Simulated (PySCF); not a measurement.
Task: Write Cartesian coordinates for `NNc1ccccc1` (phenylhydrazine) as optimised with PBE0-D3(BJ)/def2-SVP.

Result: 
```
atom  x, y, z in Å
N1    -2.7578   -0.6702   -0.2295
N2    -1.8983    0.3910   -0.0674
C3    -0.5286    0.2625    0.0003
C4     0.0886   -0.9904    0.1561
C5     1.4759   -1.0846    0.2444
C6     2.2788    0.0512    0.1795
C7     1.6679    1.2980    0.0236
C8     0.2873    1.4085   -0.0660
H9    -2.8162   -1.2203    0.6264
H10   -2.4525   -1.2898   -0.9830
H11   -2.2688    1.2831   -0.3661
H12   -0.5235   -1.8918    0.2128
H13    1.9332   -2.0700    0.3668
H14    3.3652   -0.0305    0.2485
H15    2.2790    2.2027   -0.0312
H16   -0.1790    2.3904   -0.1876
```

Orientation and origin are arbitrary. Atoms count from 1 in this order. The C–C distances run from 1.388 Å (C7–C8, aromatic) to 1.408 Å (C3–C8, aromatic), a spread of 0.020 Å. Of the pairs four or more bonds apart, N1···H12 is among the closest relative to their van der Waals radii: 2.58 Å, 94 % of the sum of Bondi's values. The 6-membered ring C3–C4–C5–C6–C7–C8 has internal angles of 118.4° to 121.1° (sum 720°, against 720° for a flat polygon); it is planar, 0.00 Å rms from its mean plane, widest ring torsion 0°. N1 (hydrazine nitrogen) is pyramidal (angles 111.6°, 110.7° and 108.0°, sum 330.3°, 0.36 Å off the plane of its three neighbours).

Bonds between heavy atoms (Å): N1–N2 1.375, N2–C3 1.377, C3–C4 1.405, C4–C5 1.393, C5–C6 1.392, C6–C7 1.397, C7–C8 1.388, C3–C8 1.408.

Computed with PBE0-D3(BJ)/def2-SVP geometry optimisation, gas phase in PySCF 2.14.0.

Point group: near Cs, missed by 0.28 Å at most; the miss may be what the optimiser left on a soft mode. Whether it is a minimum is left open (no frequencies). The numbers are those of one conformer (H–N1–N2–C3 73° and -48°, N1–N2–C3–C4 -12°).

Hardware: one thread, Arm Neoverse V1 (aarch64), shared host with 32 logical CPUs at a one-minute load of 12. Cost: 75 s of wall time, 0.60 GiB resident at most. That covers the optimisation of the geometry.
